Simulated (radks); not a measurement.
Question: Isoelectronic series with 70 electrons, each ion in its NIST ground configuration. Calculated with a radial shooting solver on a logarithmic mesh with Libxc functionals: Dirac Kohn-Sham, PBE, spin-unpolarised, spherical densities, point nucleus; open shells fill j = l - 1/2 first. Total energies (hartree) and mean radii <r> (bohr):

ion    configuration  E (hartree)   4f7/2   4f5/2   5p3/2   5p1/2
Yb     [Xe] 4f14 6s2  -14075.9597  0.8043  0.7780   1.489   1.369
Lu+    [Xe] 4f14 6s2  -14580.8950  0.7287  0.7133   1.419   1.309
Hf2+   [Xe] 4f14 5d2  -15096.8957  0.6829  0.6702   1.373   1.265
Ta3+   [Xe] 4f14 5d2  -15624.2031  0.6427  0.6321   1.309   1.210
W4+    [Xe] 4f14 5d2  -16162.7195  0.6094  0.6002   1.251   1.159
Re5+   [Xe] 4f14 5d2  -16712.5235  0.5810  0.5726   1.198   1.111
Os6+   [Xe] 4f14 5d2  -17273.7069  0.5561  0.5484   1.150   1.067
Ir7+   [Xe] 4f14 5d2  -17846.3714  0.5341  0.5268   1.106   1.027
Pt8+   [Xe] 4f14 5d2  -18430.6275  0.5142  0.5074   1.065  0.9892
Au9+   [Xe] 4f14 5d2  -19026.5933  0.4963  0.4898   1.028  0.9546
Hg10+  [Xe] 4f14 5d2  -19634.3948  0.4798  0.4736  0.9936  0.9224
Pb12+  [Xe] 4f14 5d2  -20886.0444  0.4508  0.4449  0.9321  0.8644

Estimate the row of Tl11+ ([Xe] 4f14 5d2).

Answer: E (hartree) -20254.1649; 4f7/2 0.4647; 4f5/2 0.4587; 5p3/2 0.9617; 5p1/2 0.8925.
